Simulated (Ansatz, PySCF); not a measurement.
This PySCF input computes a CAM-B3LYP/def2-TZVPD energy:

```python
from pyscf import gto, scf, dft

mol = gto.M(
    atom='''
    Si   -0.02969266   -0.19954636   -0.23417948
    Cl    0.52977633    0.15869490    1.64596283
    O    -0.66718019    1.33898245   -0.92730429
    O     1.14832720   -0.38636354   -1.29314883
    O    -1.37426810   -1.03752885   -0.41843412
    H    -0.14117385    1.83031987   -1.58241413
    H     2.01138750   -0.77342843   -1.11258525
    H    -1.69168341   -1.72931354    0.17146162
    H    -1.62406193    1.44753740   -1.06821988
    ''',
    basis='def2-tzvpd',
    charge=1,
    spin=0,
    verbose=4,
)

mf = dft.RKS(mol, xc='camb3lyp').density_fit(auxbasis='def2-universal-jkfit')
mf.grids.level = 3
mf.conv_tol = 1e-9
mf.max_cycle = 100
mf.max_memory = 1500
mf.kernel()
if not mf.converged:
    mf = mf.newton()
    mf.kernel(mf.make_rdm1())
mf.analyze()
```

**Question.** Write an input for the same energy in Ansatz (a program for electronic structure) and say what it gives.

**Answer.** 
Ansatz 0.2 input:
```yaml
crystal:
  periodic: [false, false, false]
  atoms:
    - {symbol: Si, position_ang: [-0.02969266, -0.19954636, -0.23417948]}
    - {symbol: Cl, position_ang: [0.52977633, 0.15869490, 1.64596283]}
    - {symbol: O, position_ang: [-0.66718019, 1.33898245, -0.92730429]}
    - {symbol: O, position_ang: [1.14832720, -0.38636354, -1.29314883]}
    - {symbol: O, position_ang: [-1.37426810, -1.03752885, -0.41843412]}
    - {symbol: H, position_ang: [-0.14117385, 1.83031987, -1.58241413]}
    - {symbol: H, position_ang: [2.01138750, -0.77342843, -1.11258525]}
    - {symbol: H, position_ang: [-1.69168341, -1.72931354, 0.17146162]}
    - {symbol: H, position_ang: [-1.62406193, 1.44753740, -1.06821988]}
basis:
  gaussian:
    orbitals: def2-TZVPD
hamiltonian:
  xc: {name: CAM-B3LYP}
total_charge: 1
output: {forces: true}
```
It gives -977.77178 Eh, and PySCF -977.77187 Eh, a difference of 0.09 mEh, from the treatment of integrals and grids.

It need not be the lowest isomer of its formula.
